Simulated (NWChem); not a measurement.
Molecule: CdBrF; SMILES [Cd]([Br])[F]

```xyz
3

Cd     0.4397    -0.4594     0.0000
F      1.1205    -2.2632     0.0000
Br    -0.4051     1.7777     0.0000
```
Atoms are numbered in this order, from 1.

Level: PBE0/def2-SVP with def2 effective core potentials on Cd (NWChem), optimised geometry, unscaled harmonic frequencies. This build's default masses of Se (78.918 u) and Br (79.917 u) are each other's, which moves their modes by up to 0.6 %. def2 effective core potentials on Cd; no spin-orbit coupling.

```csv
frequency (cm⁻¹),IR intensity (km/mol)
103,16.9
265,6.3
626,60.2
```

```
Item                                                                                Value
-----------------------------------------------------------------------  ----------------
zero-point energy                                                            1.4 kcal/mol
thermal correction to the enthalpy at 298.15 K (with zero-point energy)      4.6 kcal/mol
heat capacity Cv                                                         10.6 cal/(mol K)
entropy at 298.15 K and 1 atm (symmetry number 1)                        57.3 cal/(mol K)
```

Rigid rotor and harmonic oscillator.
